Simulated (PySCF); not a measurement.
C4H6, SMILES C#CCC.

Geometry optimised at B3LYP-D3(BJ)/def2-SVP.

Method: PBE/def2-TZVP (PySCF).

Symmetry labels are those of the subgroup Cs that the program uses (full group Cs).

**Question.** List the valence orbital energies around the gap with their symmetry. (The exact figures need the calculation; the answer reports its results.)

**Answer.** 
```csv
orbital,symmetry,energy (eV)
HOMO−7,A',-12.85
HOMO−6,A',-11.46
HOMO−5,A",-11.24
HOMO−4,A',-9.85
HOMO−3,A',-9.01
HOMO−2,A",-8.79
HOMO−1,A',-6.46
HOMO,A",-6.41
LUMO,A',-0.03
LUMO+1,A",0.19
LUMO+2,A',0.76
LUMO+3,A',1.59
```
